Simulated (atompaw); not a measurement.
## Logarithmic derivatives: Ge (Z = 32), PAW (atompaw)

| Quantity | Value |
| --- | --- |
| Element | germanium (Ge) |
| Generator | atompaw 4.2.0.5 |
| Type | PAW |
| Functional | LDA (PW92) |
| Relativity | non-relativistic |
| Frozen core | [Ar] |
| Valence charge | 14 |
| Reference configuration | 3d10 4s1.5 4p2.5 |
| Partial waves | 4s (bound): rc 1.55 bohr; 4s channel at -0.4 Ry: rc 1.55 bohr; 4p (bound): rc 1.55 bohr; 4p channel at 0.6 Ry: rc 1.55 bohr; 3d (bound): rc 1.55 bohr; 3d channel at -1.5 Ry: rc 1.55 bohr |
| Local potential | bessel scheme, radius 1.45 bohr |
| Core correction | smooth core density matched at 1.45 bohr |
| Augmentation charge | sinc compensation charge, radius 1.40 bohr; PAW radius 1.55 bohr; waves and projectors: custom rrkj vanderbiltortho |

The phase is arctan(r·u′/u) with u = r·R(r), unwrapped; energies in Ry, scanned from -4 to 5 Ry. A pole is an energy at which the radial function vanishes at the test radius. The pseudo phase is shifted by a multiple of π to meet the all-electron one at the reference energy, and phase errors are pseudo minus all-electron; the curves can meet again beyond the range given. Levels narrower than the energy grid can be missing from the lists of poles.

For each channel, where are the poles, and over which energies does the pseudopotential scatter like the atom?

```tsv
channel	radius (bohr)	reference energy (Ry)	poles, all-electron	poles, pseudo	unbroken range about the reference energy with phases within 0.05 rad	phase error 1 Ry above the reference energy (rad)
s	1.55	-0.89	none	2.95	below 2.7	-0.000
p	1.55	-0.32	none	none	below 1.5	-0.000
d	1.55	-2.30	-1.87	-1.87	below 3.5	+0.000
```

Phases in the d channel:

```csv
E (Ry),all-electron,pseudo
-4.00,1.179,1.180
-3.52,1.102,1.102
-3.04,0.905,0.905
-2.56,-0.192,-0.192
-2.08,-1.442,-1.442
-1.60,-1.664,-1.664
-1.12,-1.755,-1.755
-0.64,-1.814,-1.814
-0.16,-1.862,-1.861
0.32,-1.908,-1.907
0.80,-1.958,-1.957
1.28,-2.016,-2.013
1.76,-2.087,-2.083
2.24,-2.182,-2.173
2.72,-2.312,-2.295
3.20,-2.502,-2.468
3.68,-2.779,-2.715
4.16,-3.150,-3.049
4.64,-3.546,-3.423
```
